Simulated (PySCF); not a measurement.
Work out the structure from these simulated measurements.

Elements present: C, H, O, P and Si. Monoisotopic mass: 148.0109 u.

- Rotational structure: rotational constants A, B, C: 1.993, 1.140, 0.900 GHz [GFN2-xTB]
- Triplet: lowest triplet excitation (Tamm–Dancoff): 5.05 eV [TDA B3LYP/def2-SVPD]
- NMR, other nuclei: isotropic shieldings of nuclei other than C and H, by class: -121 (1 O), 138 (1 O), 335 (1 Si), 606 (1 P) ppm [GIAO PBE0/pcSseg-1]
- UV, strongest line: among the 8 lowest singlet transitions: S5 at 6.69 eV (185 nm, f = 0.134) [TDDFT B3LYP/def2-SVPD]
- Dipole: 2.39 D [B3LYP/def2-SVPD]
- 13C NMR: chemical shifts (computed TMS as zero) by class: 166.3 (1 C), 4.8 (1 C), 3.1 (1 C), 0.0 (1 C) ppm [GIAO PBE0/pcSseg-1]
- 1H NMR: chemical shifts (computed TMS as zero) by class: 7.96 (1 H), 5.96 (1 H), 1.61 (2 H), 0.79 (1 H), 0.75 (1 H), 0.71 (1 H), 0.46 (1 H), -0.27 (1 H) ppm [GIAO PBE0/pcSseg-1]
- UV, first state: lowest singlet excitation: 5.42 eV (229 nm, f = 0.003) [TDDFT B3LYP/def2-SVPD]
- Polarisability: 103.2 au [B3LYP/def2-SVPD]

Electronic properties: PySCF, gas phase, density fitting. Levels stand in brackets. One conformer (not necessarily the lowest) at the GFN2-xTB geometry, without solvent, vibrations or thermal averaging. NMR classes are plain means over equivalent atoms (diastereotopic ones count apart unless rotation or inversion swaps them), as if these changed places fast.

Task: Which formula fits the mass and the elements?

Result: C4H9O2PSi (calculated 148.0109). No other formula that holds each of these elements comes within 0.0003 u with a fitting electron parity and a possible valence count.

Task: What is the compound? Reason from the data.

Result: Numbering: `[O:1]=[CH:2][O:3][Si@H:4]([PH2:5])[CH:6]1[CH2:7][CH2:8]1`. 4 carbons fall into 4 classes; from least to most shielded: carbonyl carbon [C2] (166.3 ppm), three-membered-ring carbon [C8] (4.8 ppm), three-membered-ring carbon [C7] (3.1 ppm), ring sp3 carbon bound to silicon [C6] (0.0 ppm). Hydrogen classes from least to most shielded: 1 H on a carbonyl carbon, C2 (7.96 ppm), 1 H on an oxygen-bound silicon, Si4 (5.96 ppm), 2 H on a three-coordinate phosphorus, P5 (1.61 ppm, a mean of values up to 0.8 ppm apart in this geometry), 1 H on a three-membered-ring carbon, C8 (0.79 ppm), 1 H on a three-membered-ring carbon, C8 (0.75 ppm), 1 H on a three-membered-ring carbon, C7 (0.71 ppm), 1 H on a three-membered-ring carbon, C7 (0.46 ppm), 1 H on an sp3 carbon bound to silicon, C6 (-0.27 ppm). The other shieldings belong to: -121 ppm, carbonyl oxygen [O1]; 138 ppm, oxygen singly bound to a carbonyl carbon [O3]; 335 ppm, oxygen-bound silicon [Si4]; 606 ppm, three-coordinate phosphorus [P5]. S1 is mainly HOMO→LUMO (weight 0.77); the largest Löwdin shares of the orbital it empties are 0.58 on the three-coordinate phosphorus, 0.11 on the oxygen-bound silicon, 0.08 on a P–H hydrogen and 0.08 on the carbonyl oxygen, of the orbital it fills 0.41 on the carbonyl carbon, 0.28 on the carbonyl oxygen, 0.16 on the oxygen singly bound to a carbonyl carbon and 0.07 on the formyl hydrogen. The optimised geometry has point group C1 and is an asymmetric top. Structure: `C1([Si@H](OC=O)P)CC1`. Computed isomers that give other values at the same levels: `C=CP([SiH3])C(=O)OC` (13C chemical shifts (computed TMS as zero) by class: 187.8 (1 C), 142.4 (1 C), 132.5 (1 C), 53.4 (1 C) ppm); `CO[C@@H]1C(=O)C[Si@@H]1P` (13C chemical shifts (computed TMS as zero) by class: 205.9 (1 C), 94.3 (1 C), 62.6 (1 C), 43.5 (1 C) ppm); `CO[C@@H]1C(=O)C[Si@H]1P` (13C chemical shifts (computed TMS as zero) by class: 211.5 (1 C), 94.2 (1 C), 63.1 (1 C), 34.4 (1 C) ppm). The assignments are read from this structure; whether some other isomer fits the data as well wasn't checked. The mirror image fits equally.

Conformer computed: `[O:1]=[CH:2][O:3][Si@H:4]([PH2:5])[CH:6]1[CH2:7][CH2:8]1`: O1–C2–O3–Si4 -2°, C2–O3–Si4–P5 -7°, O3–Si4–C6–C7 59°, H–P5–Si4–O3 173°, H–P5–Si4–O3 80°.
